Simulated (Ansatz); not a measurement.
The first iterations of a band of a periodic cell of 13 atoms, LiTc$_{12}$ (host Tc, host structure hcp, interstitial Li).

All numbers below come from DFT PBE, scalar-relativistic, plane waves, PAW (Ansatz). Settings: cutoff 600 eV, k mesh 4x3x4, gaussian smearing 0.05 eV, no spin polarisation.

- movable images: 2
- climbing image: yes
- spring: 5.0 eV/Å²
- optimiser: quadratic models (default)
- start path: default
- force threshold: 0.05 eV/Å
- iteration limit: 50
- end points: relaxed

Image 0:

```xyz
13
Lattice="5.4800 0.0000 0.0000 -4.1100 7.1187 0.0000 0.0000 0.0000 4.3950" Properties=species:S:1:pos:R:3
Tc -0.094 -0.077 -0.148
Tc -0.093 1.640 2.350
Tc -1.363 2.372 0.046
Tc -1.350 3.977 2.246
Tc -2.712 4.763 0.003
Tc -2.745 6.173 2.289
Tc 2.841 -0.064 -0.162
Tc 2.842 1.654 2.337
Tc 1.382 2.522 -0.101
Tc 1.350 3.933 2.186
Tc -0.012 4.719 -0.057
Tc 0.001 6.324 2.143
Li 1.375 0.788 1.094
```

Image 3:

```xyz
13
Lattice="5.4800 0.0000 0.0000 -4.1100 7.1187 0.0000 0.0000 0.0000 4.3950" Properties=species:S:1:pos:R:3
Tc -0.099 -0.071 0.149
Tc -0.098 1.646 2.044
Tc -1.369 2.378 -0.046
Tc -1.355 3.982 2.149
Tc -2.718 4.769 -0.002
Tc -2.747 6.179 2.106
Tc 2.836 -0.056 0.162
Tc 2.837 1.660 2.059
Tc 1.377 2.530 0.101
Tc 1.345 3.940 2.209
Tc -0.019 4.726 0.058
Tc -0.003 6.330 2.253
Li 1.367 0.795 3.301
```

| iteration | highest image above the first end (eV) | largest band force component (eV/Å) |
| --- | --- | --- |
| 1 | 2.843 | 4.737 |
| 2 | 1.617 | 2.456 |
| 3 | 1.223 | 1.497 |
| 4 | 1.439 | 0.667 |
| 5 | 1.472 | 0.405 |

Task: Does the band converge within its limit, and where does its top end?

Result: It converged. It ended after 15 iterations with the highest image 0.882 eV above the first end. The order of the stationary point at the top wasn't checked. So few images can step over the top or miss a turn of the path. Limits of this set-up: coarse k mesh, a small cell, in which the defect meets its images.

Time of the run: 3 min on 4 threads of AMD EPYC 9R45 96-Core Processor (Zen 5), on a shared host, peak memory 2.4 GiB.
